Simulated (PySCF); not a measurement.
Working with the constants of CdSi⁻

UHF-MP2 constants of CdSi⁻, ⁴Σ⁻ (quartet), unpaired electrons σ ↑, π ↑↑ (basis Cd def2-SVPD with ECP28, Si def2-SVPD; scalar-relativistic core potentials; PySCF 2.14; masses 113.9034 and 27.9769 u):

```
ωe   : 163.1 cm⁻¹
ωexe : 1.53 cm⁻¹
Be   : 0.10121 cm⁻¹
αe   : 0.00125 cm⁻¹
```

**Question.** What force constant and bond length do these constants imply?

**Answer.** Reduced mass μred = 22.460 u; k = 5.8918×10⁻⁷·μred·ωe² (u, cm⁻¹, mdyn/Å) = 0.352 mdyn/Å; Re = √(16.8576/(μred·Be)) (u, cm⁻¹, Å) = 2.723 Å.

**Question.** Estimate the centrifugal constant D from the Kratzer relation and find the Dunham coefficient a1.

**Answer.** D = 4Be³/ωe² = 1.56e-07 cm⁻¹; a1 = −1 − αeωe/(6Be²) = -4.32.

Correlated steps freeze 5 core orbitals. Spin–orbit coupling is left out. The state is the lowest determinant that a PBE0 search found; another state may lie lower at other levels.
